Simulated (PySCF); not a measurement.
MSi for M along the 4d metals

PBE0 with triple-zeta basis sets in PySCF, for the lowest determinant that a PBE0 search found; no spin–orbit coupling. De refers to high-spin ground-configuration atoms. A positive dipole means M(−)Si(+).

```tsv
M	basis	state (unpaired electrons)	Re (Å)	ωe (cm⁻¹)	De (eV)	μ (D)
Y	def2-TZVPP	quartet (σ ↑, π ↑↑)	2.662	312	2.57	-3.32
Zr	x2c-TZVPPall	quintet (σ ↑, π ↑↑, δ ↑)	2.515	371	n/a	-3.92
Nb	def2-TZVPP	sextet (σ ↑, π ↑↑, δ ↑↑)	2.435	391	2.69	-3.10
Rh	def2-TZVPP	doublet (σ ↑)	2.023	556	3.65	-0.60
Pd	def2-TZVPP	singlet (closed shell)	2.088	486	3.04	-0.13
Ag	x2c-TZVPPall	doublet (π ↑)	2.388	288	1.80	-1.48
Cd	x2c-TZVPPall	triplet (π ↑↑)	2.564	228	0.84	-2.66
```

The shortest bond is that of SiRh (2.023 Å), the longest that of YSi (2.662 Å).

The rows differ in basis set, which adds steps of its own.

The state changes along the series, so neighbouring rows are not always alike in their bonding.

De is left out where the level can put another filling of the metal’s s and d shells below the measured ground configuration, by anything from nothing to about 1 eV. The metal atom is held in its measured ground configuration; semilocal functionals can put another filling of s and d lower by some tenths of an eV, and De to that atom would be smaller. Spin–orbit coupling is left out. States were picked by a PBE0 search and need not be the measured ground states.
